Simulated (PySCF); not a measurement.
The 2-electron isoelectronic series, spin-free X2C

Calculated with PySCF 2.14 from differences of total energies of unrestricted determinants, without spin-orbit coupling. Each ion has its own even-tempered basis scaled to its charge (17s7p4d3f3g for the first); frozen: nothing. Ionisation energies in eV, correlation energies of the ion in mhartree.

```tsv
ion	configuration	UHF	MP2 (all electrons)	CCSD (all electrons)	CCSD(T) (all electrons)	CCSDT (all electrons)	FCI (all electrons)	LDA	E_corr MP2	E_corr CCSD(T)	NIST (with spin-orbit, Breit and QED)
Gd⁶²⁺	1s2 (1S)	57906.5	57908.3	57908.3	57908.3	57908.3	57908.3	57830.9	-65.0	-65.2	57783.91 ± 0.08 (t)
Tb⁶³⁺	1s2 (1S)	59869.7	59871.5	59871.5	59871.5	59871.5	59871.5	59792.7	-65.7	-66.0	59741.12 ± 0.09 (t)
Dy⁶⁴⁺	1s2 (1S)	61872.3	61874.1	61874.1	61874.1	61874.1	61874.1	61793.8	-66.5	-66.7	61736.62 ± 0.1 (t)
Ho⁶⁵⁺	1s2 (1S)	63915.0	63916.8	63916.8	63916.8	63916.8	63916.8	63835.0	-67.2	-67.5	63772.42 ± 0.11 (t)
Er⁶⁶⁺	1s2 (1S)	65997.9	65999.7	65999.7	65999.7	65999.7	65999.7	65916.4	-68.0	-68.3	65848.24 ± 0.12 (t)
Tm⁶⁷⁺	1s2 (1S)	68122.1	68123.9	68123.9	68123.9	68123.9	68123.9	68039.1	-68.9	-69.1	67965.25 ± 0.12 (t)
Yb⁶⁸⁺	1s2 (1S)	70287.7	70289.6	70289.6	70289.6	70289.6	70289.6	70203.2	-69.7	-69.9	70123.04 ± 0.14 (t)
Lu⁶⁹⁺	1s2 (1S)	72495.6	72497.5	72497.5	72497.5	72497.5	72497.5	72409.6	-70.5	-70.8	72322.87 ± 0.15 (t)
Hf⁷⁰⁺	1s2 (1S)	74746.3	74748.2	74748.2	74748.2	74748.2	74748.2	74658.8	-71.5	-71.7	74565.91 ± 0.16 (t)
Ta⁷¹⁺	1s2 (1S)	77040.7	77042.7	77042.7	77042.7	77042.7	77042.7	76951.7	-72.4	-72.6	76852 ± 0.17 (t)
```

Each ion has its own basis, which adds noise of up to about 0.1 % along the series.

NIST values marked (s) are semi-empirical, (t) theoretical. Open shells are high-spin determinants of the terms that Hund's rules give.

At high Z the X2C-1e correlation energies are inflated by the missing two-electron picture change in the 1s pairs.
